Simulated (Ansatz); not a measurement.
```yaml
crystal:
  periodic: [false, false, false]
  atoms:
    - {symbol: C, position_ang: [-2.916139, -1.879392, 0.598734]}
    - {symbol: O, position_ang: [-1.802250, -1.060687, 0.574641]}
    - {symbol: Zr, position_ang: [-0.185500, -0.202940, -0.089129]}
    - {symbol: N, position_ang: [-0.503343, 1.812066, -0.301874]}
    - {symbol: C, position_ang: [-0.320903, 2.854156, -1.269678]}
    - {symbol: C, position_ang: [-1.175318, 2.305242, 0.882123]}
    - {symbol: N, position_ang: [1.099365, -0.276321, 1.519872]}
    - {symbol: C, position_ang: [2.134799, 0.675806, 1.814513]}
    - {symbol: C, position_ang: [1.248891, -1.492039, 2.274279]}
    - {symbol: C, position_ang: [-0.031116, -0.252573, -2.653081]}
    - {symbol: C, position_ang: [1.284141, -0.084908, -2.158350]}
    - {symbol: C, position_ang: [1.643381, -1.257672, -1.465605]}
    - {symbol: C, position_ang: [0.543067, -2.141410, -1.512643]}
    - {symbol: C, position_ang: [-0.485337, -1.522644, -2.259227]}
    - {symbol: H, position_ang: [-2.909947, -2.594970, -0.235196]}
    - {symbol: H, position_ang: [-2.955915, -2.453944, 1.532575]}
    - {symbol: H, position_ang: [-3.838666, -1.289813, 0.528631]}
    - {symbol: H, position_ang: [0.196202, 2.483822, -2.155214]}
    - {symbol: H, position_ang: [-1.281040, 3.284673, -1.596010]}
    - {symbol: H, position_ang: [0.274893, 3.684986, -0.860100]}
    - {symbol: H, position_ang: [-1.322291, 1.507044, 1.620623]}
    - {symbol: H, position_ang: [-0.592080, 3.094173, 1.380707]}
    - {symbol: H, position_ang: [-2.168332, 2.718730, 0.650152]}
    - {symbol: H, position_ang: [3.140071, 0.291146, 1.571263]}
    - {symbol: H, position_ang: [1.983839, 1.596896, 1.245976]}
    - {symbol: H, position_ang: [2.147058, 0.941077, 2.883465]}
    - {symbol: H, position_ang: [1.209717, -1.303542, 3.358493]}
    - {symbol: H, position_ang: [0.444571, -2.198098, 2.043235]}
    - {symbol: H, position_ang: [2.207436, -1.999293, 2.070616]}
    - {symbol: H, position_ang: [-0.594642, 0.473737, -3.219706]}
    - {symbol: H, position_ang: [1.906723, 0.788527, -2.287354]}
    - {symbol: H, position_ang: [2.583066, -1.439353, -0.965555]}
    - {symbol: H, position_ang: [0.495652, -3.121063, -1.057922]}
    - {symbol: H, position_ang: [-1.460052, -1.941447, -2.463252]}
basis:
  gaussian: {orbitals: def2-SVPD}
hamiltonian: {xc: {name: PBE-QIDH}}
smearing: {width: 0.1}
output: {forces: true}
```

```sh
$ ansatz run in.yaml --threads 11 --pin off --events-out ev --progress --plain --max-ram 120832MiB --backend cuda --devices 0, --max-vram 75GiB
```

Output, abridged:

```
Error: YAML parse error: error: line 41 column 1: unknown field `smearing`, expected one of crystal, accuracy, basis, kpoints, hamiltonian, magnetization, projection, total_charge, correlation, batch, efield, external_charges, scf, relax, neb, saddle, md, ramp, phonons, dielectric, real_time, elastic, magnetic_configurations, gw, evaluate, workflow, output, checkpoint, execution
39 |   gaussian: {orbitals: def2-SVPD}
40 | hamiltonian: {xc: {name: PBE-QIDH}}
41 | smearing: {width: 0.1}
42 | output: {forces: true}
```

Q: Something in this input is off. What?

A: The input holds a key that doesn't belong there. The input was rejected before any iteration.
